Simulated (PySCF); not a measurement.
`C=C[P@H](=O)C1CCC1`: 4 charge schemes on one density

Species: C₆H₁₁OP.
Z-matrix (Å and degrees, GFN2-xTB geometry), rows numbered from 1:
```
C 
C   1  1.3226
P   2  1.8067  1  118.79
O   3  1.4620  2  115.01  1     4.34
C   3  1.8349  2  105.87  1  -124.28
C   5  1.5356  3  109.89  2   178.60
C   6  1.5346  5   89.01  3  -100.11
C   7  1.5348  6   89.89  5   -11.30
H   1  1.0794  2  119.46  3    -1.05
H   1  1.0783  2  123.25  3   179.31
H   2  1.0801  1  123.02  3  -179.11
H   3  1.3999  2  103.32  1   129.08
H   5  1.0902  3  111.02  2   -50.36
H   6  1.0890  5  113.34  3   144.48
H   6  1.0906  5  115.04  3    17.75
H   7  1.0871  6  112.21  5   102.73
H   7  1.0881  6  115.90  5  -130.36
H   8  1.0889  5  113.49  3  -144.59
H   8  1.0908  5  114.96  3   -17.95
```

Density: PBE0/pcSseg-1 (PySCF); schemes: Mulliken, IAO, Hirshfeld and ESP-fitted. Geometry: GFN2-xTB, one conformer, isolated molecule.

Question: Which atoms carry the highest charge in the Mulliken, IAO, Hirshfeld and ESP-fitted schemes?

Answer: All schemes agree: Mulliken P3 (+0.919); IAO P3 (+1.412); Hirshfeld P3 (+0.406); ESP-fitted P3 (+0.711).

Question: At which atom do the 4 schemes differ most?

Answer: At P3: from +0.406 (Hirshfeld) to +1.412 e (IAO), 1.006 e apart.

Question: Which atoms carry the lowest charge in the Mulliken, IAO, Hirshfeld and ESP-fitted schemes?

Answer: All schemes agree: Mulliken O4 (-0.619); IAO O4 (-0.928); Hirshfeld O4 (-0.385); ESP-fitted O4 (-0.566).

Question: Give the atomic charges in each scheme.

Answer: In e:

```
atom                     environment  Mulliken     IAO  Hirshfeld  ESP-fitted
  C1            terminal =CH2 carbon    -0.115  -0.262     -0.064      -0.201
  C2                alkene CH carbon    -0.471  -0.432     -0.099      -0.368
  P3           phosphoryl phosphorus    +0.919  +1.412     +0.406      +0.711
  O4               phosphoryl oxygen    -0.619  -0.928     -0.385      -0.566
  C5  sp3 carbon bound to phosphorus    -0.534  -0.369     -0.073      -0.014
  C6       four-membered-ring carbon    -0.167  -0.264     -0.069      -0.299
  C7       four-membered-ring carbon    -0.210  -0.262     -0.070      +0.137
  C8       four-membered-ring carbon    -0.166  -0.264     -0.071      -0.237
  H9                vinylic hydrogen    +0.148  +0.171     +0.053      +0.157
 H10                vinylic hydrogen    +0.130  +0.159     +0.057      +0.149
 H11                vinylic hydrogen    +0.134  +0.159     +0.050      +0.170
 H12                    P–H hydrogen    +0.024  -0.106     -0.012      -0.052
 H13                methine hydrogen    +0.143  +0.142     +0.040      +0.042
 H14              methylene hydrogen    +0.123  +0.140     +0.042      +0.110
 H15              methylene hydrogen    +0.136  +0.137     +0.038      +0.085
 H16              methylene hydrogen    +0.142  +0.156     +0.042      +0.014
 H17              methylene hydrogen    +0.122  +0.134     +0.037      -0.004
 H18              methylene hydrogen    +0.122  +0.140     +0.041      +0.092
 H19              methylene hydrogen    +0.137  +0.137     +0.034      +0.073
```

Mean size of the charges over all atoms: IAO 0.304 e, Mulliken 0.240 e, ESP-fitted 0.183 e, Hirshfeld 0.089 e. Each set sums to the total charge, 0, to within 0.001 e. The Hirshfeld scheme weights the molecular density at each point by an atom's share of the summed free-atom densities. The Mulliken scheme gives each basis function's population to the atom it is centred on and halves the overlap population of two atoms between them.

Question: How closely do the schemes follow one another over all atoms?

Answer: Correlation coefficient and root-mean-square difference: IAO with Hirshfeld 0.98, 0.306 e; Mulliken with IAO 0.97, 0.150 e; Mulliken with Hirshfeld 0.93, 0.204 e; IAO with ESP-fitted 0.92, 0.227 e; Hirshfeld with ESP-fitted 0.92, 0.144 e; Mulliken with ESP-fitted 0.86, 0.168 e.

Question: Sum the charges by element, for elements with more than one atom.

Answer: 
```json
{"element": "C", "atoms": "6", "Mulliken": "-1.663", "IAO": "-1.852", "Hirshfeld": "-0.445", "ESP-fitted": "-0.982"}
{"element": "H", "atoms": "11", "Mulliken": "+1.362", "IAO": "+1.369", "Hirshfeld": "+0.424", "ESP-fitted": "+0.836"}
```

The run behind these numbers computed NMR shieldings as well. Hardware: an Arm Neoverse V2 with one thread (shared host). Cost: 27 s, 0.88 GiB resident at most.
